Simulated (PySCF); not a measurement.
Harmonic spectrum computed at PBE0 in the def2-TZVP basis family (core potentials from Rb on, PySCF, no spin–orbit coupling):

| symmetry | ω (cm⁻¹) | IR (km/mol) |
| --- | --- | --- |
| a' | 262 | 4.6 |
| a' | 525 | 161 |
| a' | 859 | 143 |

Which molecule gave it? In each, all ligands are bound to the one heavy central atom.
A. GeFCl (singlet)
B. InFCl (doublet)
C. RuFCl (quintet)
D. AlFCl (doublet)
E. SiFCl (singlet)

E. It has Cs symmetry with Si–Cl 2.080 Å, Si–F 1.603 Å.
